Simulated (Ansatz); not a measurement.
A CCSD(T) single point on C3H8Si, SMILES `CC[Si]C`.

```yaml
crystal:
  periodic: [false, false, false]
  atoms:
    - {symbol: C, position_ang: [-0.831223, 1.128531, 0.136698]}
    - {symbol: C, position_ang: [-0.420209, 0.079832, 1.160826]}
    - {symbol: Si, position_ang: [1.062944, -1.080688, 0.891732]}
    - {symbol: C, position_ang: [1.152077, -1.080600, -1.002656]}
    - {symbol: H, position_ang: [-1.021348, 0.685832, -0.843154]}
    - {symbol: H, position_ang: [-1.739906, 1.657720, 0.437867]}
    - {symbol: H, position_ang: [-0.049425, 1.881483, 0.004180]}
    - {symbol: H, position_ang: [-1.225962, -0.671529, 1.280683]}
    - {symbol: H, position_ang: [-0.331405, 0.517790, 2.161607]}
    - {symbol: H, position_ang: [0.180360, -1.328855, -1.447377]}
    - {symbol: H, position_ang: [1.400065, -0.071238, -1.357674]}
    - {symbol: H, position_ang: [1.901132, -1.773378, -1.388735]}
basis:
  gaussian: {orbitals: def2-TZVPP}
correlation: {method: ccsd_t}
output: {orbitals: {seedname: orbitals}}
```

```sh
$ ansatz run in.yaml --threads 2 --pin off --events-out ev --progress --plain
```

The program prints (abridged):

```
Functional definition: HF
1408 factors; integrals over basis functions are off by at most 1.1e-3 eV
mean field evaluation 1: about -11075.8688 eV, gradient 3.9e1 eV
mean field evaluation 2: about -11076.0352 eV, gradient 3.9e1 eV
mean field evaluation 4: about -11080.2314 eV, gradient 3.7e0 eV
mean field evaluation 8: about -11080.3048 eV, gradient 2.5e-1 eV
mean field -11080.30514044 eV, -407.1937034106 hartree, gradient 8.5e-6 eV, S^2 0.000000; 0 other end points of the search recorded, 0 dependent functions left out; unrestricted orbitals would lower it
8 core orbitals not correlated: weight in the atoms' cores, before any rotation towards them, 1.000 or more for the frozen orbitals, at most 0.000 for the correlated occupied ones
reference -11080.30514044 eV, -407.1937034106 hartree; 12, 12 occupied and 227, 227 virtual orbitals, 1408 factors
second order -17.37629056 eV of doubles, -0.00000000 eV of singles
cycle   1  -18.28289590 eV  change   -9.1e-1 eV  update   9.1e-2
cycle   2  -18.78085311 eV  change   -5.0e-1 eV  update   3.1e-2
cycle   3  -18.85205535 eV  change   -7.1e-2 eV  update   1.3e-2
cycle   4  -18.84497803 eV  change    7.1e-3 eV  update   4.7e-3
cycle   5  -18.84475383 eV  change    2.2e-4 eV  update   1.7e-3
cycle   6  -18.84463050 eV  change    1.2e-4 eV  update   6.3e-4
cycle   7  -18.84458055 eV  change    5.0e-5 eV  update   1.9e-4
cycle   8  -18.84465208 eV  change   -7.2e-5 eV  update   7.0e-5
cycle   9  -18.84466082 eV  change   -8.7e-6 eV  update   2.6e-5
perturbative correction -0.75123090 eV, -0.0276072263 hartree
Total energy: -11099.90103216 eV, -407.9138391487 hartree
```

Hardware: 2 threads of a server CPU on a shared host. Wall time 2 min, peak host memory 2.2 GiB.

MP2 recovers 88.7 % of the CCSD(T) correlation energy and the triples give 3.8 %; T1 = 0.0113.
